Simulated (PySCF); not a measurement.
## Checking a proposed structure

A compound C₅H₉N₃OSi gives the data below (simulated from a calculation) and was assigned the structure `C[SiH2]Oc1nncnc1C`.

¹³C{¹H} NMR (computed): δ 168.7 (C), 161.1 (C), 158.7 (CH), 32.1 (CH2), 15.0 (CH3).

¹H NMR (600 MHz, computed): δ 9.55 (s, 1H), 5.21 (s, 3H), 3.00 (q, 2H), 1.36 (t, 3H).

All values are calculated (PySCF): GFN2-xTB geometry, σ from GIAO-PBE0/pcSseg-1. A single conformation, isolated molecule, equivalent nuclei averaged, non-relativistic.

References, each an isolated molecule treated in the same way: ¹H, ¹³C vs TMS.

**Question.** Compare with the shifts computed for the proposed structure, pairing carbons in order of shift.

**Answer.** Atom-mapped SMILES (the numbers label the heavy atoms): `[CH3:1][SiH2:2][O:3][c:4]1[n:5][n:6][cH:7][n:8][c:9]1[CH3:10]` (H(Xn): hydrogen on atom n).

```
atom  computed for proposal  given list  difference
  C4                  169.6       168.7        +0.9
  C7                  158.3       161.1        -2.8
  C9                  156.5       158.7        -2.2
 C10                   22.9        32.1        -9.2
  C1                   -2.3        15.0       -17.3
```

The rms difference is 8.9 ppm and the largest -17.3 ppm at C1 (methyl carbon bonded to Si). The carbon types in order of shift don't match either: C, CH, C, CH3, CH3 for the proposal against C, C, CH, CH2, CH3 in the data. The proposal doesn't fit.

**Question.** Which isomer fits?

**Answer.** `CCc1ncnnc1O[SiH3]`.

- Carbon types of the structure: 2 × C, 1 × CH, 1 × CH2, 1 × CH3, leaving 3 H on heteroatoms.
- δC 168.7: aromatic carbon bearing oxygen; the electronegative substituent deshields the carbon that carries it.
- δC 161.1: substituted aromatic carbon next to a ring nitrogen.
- δC 158.7: aromatic CH between two ring heteroatoms.
- δH 9.55: hydrogen on an aromatic CH between two ring heteroatoms; ring-current deshielding.

Other isomers checked: CCc1nnc(C=O)n1[SiH3] (rms 10.7 ppm).

The shifts were computed for this structure.

Shifts are as computed. Against solution values, carbons near 30 ppm lie about +3 ppm off and those near 130 ppm about +5 ppm. Of 1211 compounds with measured shifts, 218 miss one by over three times the rms of a fit or turn the order of signals round; such compounds aren't used in these exercises. Multiplicities follow the n + 1 count of equivalent neighbours, as no J values were calculated; m marks all less simple cases, F and P coupling included.
